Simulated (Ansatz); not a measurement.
Se(GeH3)2 (Ge₂H₆Se). The state is a singlet with charge 0. Geometry relaxed at PBE0-D4/def2-SVP.

```xyz
9

Se   -1.509   -0.563   -0.173
Ge   -0.640    1.325    0.939
H    -1.846    2.007    1.602
H     0.033    2.273   -0.071
H     0.387    0.888    1.999
Ge    0.574   -1.350   -0.946
H     0.260   -2.595   -1.789
H     1.480   -1.714    0.245
H     1.262   -0.272   -1.805
```

Estimate the harmonic wavenumbers at RKS PBE0-D4/def2-SVP (Ansatz, unscaled). Is this a minimum?

73, 78, 83, 286, 295, 521, 550, 552, 575, 806, 841, 868, 870, 882, 890, 2147, 2150, 2153, 2155, 2175, 2178 cm⁻¹. Yes, no mode is imaginary beyond noise. Zero-point energy 126.4 kJ/mol. It took 2.6 min on 4 threads of Arm Neoverse N1 on a shared host.
